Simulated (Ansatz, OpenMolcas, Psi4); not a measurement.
## How methods differ on C3H9In (trimethylindium (TMIn))

The species is C3H9In (13 atoms), meant as a singlet with charge 0. SMILES: `[CH3][In]([CH3])[CH3]`. Geometry: relaxed at PBE0-D4/def2-TZVP.

```xyz
13

C    -0.5062    1.8979   -0.9028
In    0.0079   -0.0033   -0.0069
C     1.4753   -0.0886    1.5810
C    -0.9566   -1.8182   -0.6832
H     0.3294    2.5980   -0.8537
H    -1.3449    2.3394   -0.3570
H    -0.8115    1.7770   -1.9433
H     1.2764   -0.9182    2.2612
H     1.5007    0.8425    2.1493
H     2.4672   -0.2427    1.1466
H    -1.2547   -1.7439   -1.7301
H    -1.8587   -1.9908   -0.0893
H    -0.3040   -2.6837   -0.5571
```

Quantity: the energy change with the C1–H5 bond stretched from 1.091 to 1.964 Å, in eV. The values are calculated.

| level | kind | program | value (eV) | less CCSD(T)/def2-SVP | CPU time (all runs) |
| --- | --- | --- | --- | --- | --- |
| HF/def2-SVP (core potential) (restricted) | Hartree–Fock | Ansatz | 3.79 | +0.59 | 13 s |
| SVWN5/def2-SVP (core potential) (restricted) | LDA | Ansatz | 3.21 | +0.01 | 18 s |
| BLYP/def2-SVP (core potential) (restricted) | GGA | OpenMolcas | 3.04 | -0.16 | 79 s |
| revPBE/def2-SVP (core potential) (restricted) | GGA | Ansatz | 3.12 | -0.08 | 24 s |
| r2SCAN/def2-SVP (core potential) (restricted) | meta-GGA | OpenMolcas | 3.33 | +0.13 | 1.7 min |
| M06-2X/def2-SVP (core potential) (restricted) | hybrid meta-GGA | OpenMolcas | 3.49 | +0.29 | 98 s |
| wB97X-V/def2-SVP (core potential) (restricted) | range-separated hybrid | Psi4 | 3.53 | +0.33 | 12 min |
| RPA@PBE/def2-SVP (core potential) (restricted) | RPA | Ansatz | 3.18 | -0.02 | 65 s |
| CCSD(T)/def2-SVP (core potential) (restricted) | coupled cluster or CI | Ansatz | 3.20 | 0.00 | 3.7 min |

CCSD(T)/def2-SVP (core potential) (restricted) is the highest level here, not the true value. At this stretch a single reference begins to fail. The first shape isn't each level's own minimum. The values span 3.04 to 3.79 eV. In the correlated wave-function rows the outer d shell of In is correlated, in sets not made for it. CPU times are rough (shared hosts, several kinds of processor and program).
